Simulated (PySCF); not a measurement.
Species: C2H4F4OSi.
Z-matrix (Å and degrees, GFN2-xTB geometry), rows numbered from 1:
```
C 
O   1  1.4133
Si  2  1.5886  1  137.91
F   3  1.6030  2  113.24  1   -62.91
C   3  1.9513  2  111.13  1    51.54
F   5  1.3535  3  112.14  2   -46.50
F   5  1.3437  3  114.89  2  -167.72
F   5  1.3507  3  111.85  2    71.68
H   1  1.0902  2  109.89  3    70.49
H   1  1.0899  2  110.77  3   -50.44
H   1  1.0895  2  107.23  3  -170.19
H   3  1.4355  2  105.54  1   173.94
```

The closed-shell SCF was solved with PySCF and density fitting under several settings on one GFN2-xTB geometry (grid level 2 and gas phase unless stated).

```json
{"settings": "PBE0/pcSseg-1", "basis functions": "163", "SCF cycles": "14", "E (Eh)": "-842.0787", "HOMO (eV)": "-9.10", "LUMO (eV)": "0.64", "dipole (D)": "2.55"}
{"settings": "PBE0/def2-SVPD", "basis functions": "211", "SCF cycles": "14", "E (Eh)": "-841.6558", "HOMO (eV)": "-9.20", "LUMO (eV)": "0.09", "dipole (D)": "2.55"}
{"settings": "X3LYP/pcSseg-1, IEF-PCM acetone", "basis functions": "163", "SCF cycles": "14", "E (Eh)": "-842.5666", "HOMO (eV)": "-8.74", "LUMO (eV)": "0.61", "dipole (D)": "2.88"}
{"settings": "mPW1PW91/Sadlej pVTZ", "basis functions": "236", "SCF cycles": "13", "E (Eh)": "-842.8470", "HOMO (eV)": "-9.15", "LUMO (eV)": "-0.26", "dipole (D)": "2.51"}
{"settings": "PW91/pcSseg-1, grid level 4, start guess vsap", "basis functions": "163", "SCF cycles": "14", "E (Eh)": "-842.5847", "HOMO (eV)": "-7.52", "LUMO (eV)": "-0.37", "dipole (D)": "2.42"}
{"settings": "PBE0/pcSseg-1, fitting basis def2-qzvpp-jkfit, start guess huckel", "basis functions": "163", "SCF cycles": "12", "E (Eh)": "-842.0788", "HOMO (eV)": "-9.10", "LUMO (eV)": "0.64", "dipole (D)": "2.55"}
{"settings": "mPW1PW91/6-31G", "basis functions": "84", "SCF cycles": "14", "E (Eh)": "-842.4371", "HOMO (eV)": "-9.05", "LUMO (eV)": "0.59", "dipole (D)": "2.40"}
```

Question: Estimate the row for these settings: OPBE/aug-cc-pVDZ.

Answer: 
```
        settings  basis functions  SCF cycles     E (Eh)  HOMO (eV)  LUMO (eV)  dipole (D)
OPBE/aug-cc-pVDZ              224          15  -842.5325      -7.46      -0.77        2.34
```

Question: Over all rows, what range does the HOMO–LUMO gap span?

Answer: From 6.69 eV to 9.74 eV.

Question: And the dipole moment?

Answer: From 2.34 D (OPBE/aug-cc-pVDZ) to 2.88 D (X3LYP/pcSseg-1, IEF-PCM acetone); the largest is 1.23 times the smallest, and the median is 2.53 D.

Question: Compare two rows with the functional PBE0: PBE0/pcSseg-1 and PBE0/def2-SVPD. Which energy is lower, and by how much?

Answer: PBE0/pcSseg-1 (163 functions) lies 0.4229 Eh or 265 kcal/mol below PBE0/def2-SVPD (211 functions). The smaller set gives the lower energy; the two sets aren't nested, so the variational bound doesn't order them by size.

Cycle counts include a coarse-grid stage where the run had one. Geometry: GFN2-xTB, one conformer.
